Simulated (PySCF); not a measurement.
# Ionisation energy of Ho by level of theory

Ho [Xe] 4f11 6s2 (high-spin determinant) → Ho+ [Xe] 4f11 6s1 (high-spin determinant), as a difference of total energies. Calculation: PySCF 2.14, in x2c-TZVPPall with one added diffuse shell each of s, p, d, f type (12s8p8d5f2g, 129 functions); the spin-free X2C one-electron Hamiltonian (Gaussian nucleus). Correlated levels: valence: [Kr] 4d10 frozen; valence and next inner shell: [Ar] 3d10 frozen. The calculations carry no spin-orbit coupling.

```
                                method  ionisation energy (eV)
                                   UHF                   4.930
                                   LDA                   6.260
                                   PBE                   6.042
                                  PBE0                   5.894
                                r2SCAN                   5.781
                         MP2 (valence)                   5.953
                     SCS-MP2 (valence)                   5.968
    MP2 (valence and next inner shell)                   5.975
SCS-MP2 (valence and next inner shell)                   5.978
```

Problem. How much does correlation contribute at MP2 (valence and next inner shell)?

Solution. 5.975 − (4.930) = 1.045 eV, measured against UHF.

Errors of the correlated levels include the incompleteness of this basis and the frozen core.

The determinant of Ho and of Ho+ mixes LS terms, which raises its energy above the lowest term, most at the Hartree-Fock and MP2 levels.

For comparison: 6.021 eV (measured; NIST Atomic Spectra Database, ionization energies).
